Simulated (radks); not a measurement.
Values are calculated unless marked as measured or tabulated.
Ionisation of the palladium ion Pd+, [Kr] 4d9, to [Kr] 4d8 as the strength of local exchange is varied. Level of theory: scalar-relativistic Kohn-Sham, Slater X-alpha exchange (alpha = 2/3 is LDA exchange), no correlation, spin-polarised, spherical densities, finite nucleus; open shells are filled with parallel spins first (spin-orbit coupling, left out, can overturn this in heavy ions); Fermi nuclear charge, rms radius 4.5318 fm (a radial shooting solver on a logarithmic mesh with Libxc functionals).

alpha  E(Pd+) (hartree)  exchange (hartree)  IE (eV)  -e of the level emptied (eV)  <r> of it (bohr)
0.551       -5013.09050          -110.53727   17.254                   11.579 (4d)             1.526
0.563       -5015.50303          -113.00026   17.430                   11.733 (4d)             1.521
0.617       -5026.37415          -124.11298   18.238                   12.445 (4d)             1.500
0.667       -5036.46146          -134.44519   19.008                   13.128 (4d)             1.481
0.681       -5039.28960          -137.34555   19.227                   13.323 (4d)             1.476
1.021       -5108.46843          -208.76530   25.079                   18.637 (4d)             1.365
1.05        -5114.41294          -214.94399   25.624                   19.140 (4d)             1.357

NIST Atomic Spectra Database: 19.4 +/- 0.12 eV (semi-empirical). The Delta-SCF value meets it near alpha = 0.69. Open shells are spherical and high-spin; term and fine-structure splittings are not resolved.
